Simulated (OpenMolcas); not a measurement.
# Cr²⁺: CASPT2 settings compared

- Program: OpenMolcas
- Basis: ANO-L-VQZP [7s6p4d3f2g]
- Scalar Hamiltonian: non-relativistic, point nucleus
- Active space: 4 electrons in 5 orbitals (3d)
- State averaging: 2S+1 = 5 even, 5 roots; 2S+1 = 3 even, 45 roots (30 in the spin-orbit step); 2S+1 = 1 even, 50 roots (13 in the spin-orbit step)
- Spin-orbit coupling: RASSI with atomic mean-field integrals over the reference wave functions, term energies averaged over their components

Methods on the same reference wave functions:
A. CASSCF
B. SS-CASPT2, IPEA 0 Eh, sigma2 regulariser 0.25 Eh (closed shells correlated: 2s 2p 3s 3p)
C. XMS-CASPT2, IPEA 0 Eh, sigma2 regulariser 0.15 Eh (closed shells correlated: none)
D. XMS-CASPT2, IPEA 0.1 Eh, no level shift (closed shells correlated: none)

Energies in cm⁻¹ above 3d⁴ ⁵D₀, the measured ground level; measured values from Sugar and Corliss, J. Phys. Chem. Ref. Data 6, 317 (1977).

```json
{"Level": "3d⁴ ⁵D₀", "A": "0.0", "B": "0.0", "C": "0.0", "D": "0.0", "Measured": "0.0"}
{"Level": "3d⁴ ⁵D₁", "A": "66.4", "B": "67.9", "C": "67.4", "D": "67.4", "Measured": "62.2"}
{"Level": "3d⁴ ⁵D₂", "A": "197", "B": "201", "C": "199", "D": "199", "Measured": "183"}
{"Level": "3d⁴ ⁵D₃", "A": "387", "B": "392", "C": "390", "D": "390", "Measured": "357"}
{"Level": "3d⁴ ⁵D₄", "A": "631", "B": "634", "C": "633", "D": "633", "Measured": "576"}
{"Level": "3d⁴ ³H₄", "A": "20203", "B": "16980", "C": "18730", "D": "18830", "Measured": "17274"}
{"Level": "3d⁴ ³H₅", "A": "20323", "B": "17100", "C": "18850", "D": "18950", "Measured": "17397"}
{"Level": "3d⁴ ³H₆", "A": "20477", "B": "17260", "C": "19010", "D": "19110", "Measured": "17531"}
{"Level": "3d⁴ ³P₀", "A": "21920", "B": "15880", "C": "17520", "D": "17670", "Measured": "16771"}
{"Level": "3d⁴ ³P₁", "A": "22280", "B": "16240", "C": "17880", "D": "18030", "Measured": "17169"}
{"Level": "3d⁴ ³P₂", "A": "23001", "B": "16960", "C": "18600", "D": "18750", "Measured": "17851"}
{"Level": "3d⁴ ³F₂", "A": "23208", "B": "17790", "C": "19900", "D": "20060", "Measured": "18452"}
{"Level": "3d⁴ ³F₃", "A": "23251", "B": "17840", "C": "19960", "D": "20110", "Measured": "18511"}
{"Level": "3d⁴ ³F₄", "A": "23351", "B": "17950", "C": "20060", "D": "20220", "Measured": "18583"}
```

Deviations, from unrounded energies. A percentage is the sum of absolute deviations over the sum of measured energies, with the sign that they share, or ± where signs differ.

```csv
Against measurement,Levels,A,B,C,D
mean absolute deviation (cm-1),13,3000,430,850,950
fine structure of the ground term (%),4,+8.8,+9.8,+9.5,+9.5
other terms of the ground configuration (%),9,+24.1,-3.5,+6.9,+7.6
```

B lies closest to measurement on these levels and A furthest from it. The largest miss of B in the table is 3d⁴ ³P₁, by -930 cm-1. The ranking rests on the paired levels alone, and a cruder setting can come out closer through cancelling errors.

Among B to D the level of the table that moves most is 3d⁴ ³F₃, by 2300 cm-1 (lowest in B, highest in D). Moves below CASPT2's spread within the term are not significant.

From A to B the spin-free energies of the other terms of 3d⁴ shown, above ⁵D, scale by factors of 0.73 to 0.84, as is usual when dynamic correlation screens the repulsion within a d or f shell.

The lowest spin-free term lies below A's lowest term by 0.440 hartree in B, 0.053 hartree in C, 0.052 hartree in D.

CASPT2 breaks the degeneracy within a term, and the mean is taken; among the terms shown or strongly mixed into the levels shown the widest spread is 230 cm-1 (3d⁴ ³H, D). Some high roots are left out of the spin-orbit mixing, which shifts the levels that they would mix with. Without dynamic correlation excited terms often stand tens of per cent too high (terms of higher spin than the ground term too low), and those without a measured partner can miss by more than the paired ones (holds for A). Computed and measured levels are paired by configuration, term and J; levels that our copy of the source lacks, or whose pairing is in doubt (as where it misses far off the trend of its configuration), stay unpaired and out of the deviations. Levels of configurations outside the active space are missing. Levels that lie high or do not pair safely by name in every column are left out.
